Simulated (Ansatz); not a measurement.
(MgCl2)n off (charge +1): gap (eV) at several levels, gas phase, relaxed structures; Ansatz. Clusters are the lowest isomers that short searches found in that spin, judged at the geometry's level. HOMO and LUMO are taken over both spins. The structures are stationary points that may keep the symmetry of their start.

```json
{"species": "MgCl2⁺", "state": "doublet", "geometry": "r2SCAN-D4/def2-TZVP", "PBE-D4/def2-SVP": "0.88", "PBE-D4/def2-TZVP": "0.95", "r2SCAN-D4/def2-TZVP": "1.35", "PBE0-D4/def2-SVP": "3.14", "PBE0-D4/def2-TZVP": "3.23"}
{"species": "Mg2Cl2⁺", "state": "doublet", "geometry": "PBE0-D4/def2-TZVP", "PBE-D4/def2-SVP": "0.61", "PBE-D4/def2-TZVP": "0.60", "r2SCAN-D4/def2-TZVP": "0.62", "PBE0-D4/def2-SVP": "1.46", "PBE0-D4/def2-TZVP": "1.45"}
{"species": "Mg3Cl4⁺", "state": "doublet", "geometry": "PBE0-D4/def2-SVP", "PBE-D4/def2-SVP": "0.85", "PBE-D4/def2-TZVP": "0.89", "r2SCAN-D4/def2-TZVP": "1.48", "PBE0-D4/def2-SVP": "2.16", "PBE0-D4/def2-TZVP": "2.24"}
```

Over the 3 species that have every level, the mean is 0.78 at PBE-D4/def2-SVP, 0.81 at PBE-D4/def2-TZVP, 1.15 at r2SCAN-D4/def2-TZVP, 2.25 at PBE0-D4/def2-SVP, 2.31 at PBE0-D4/def2-TZVP. Orbital gaps grow with the share of exact exchange and aren't one observable across functionals.
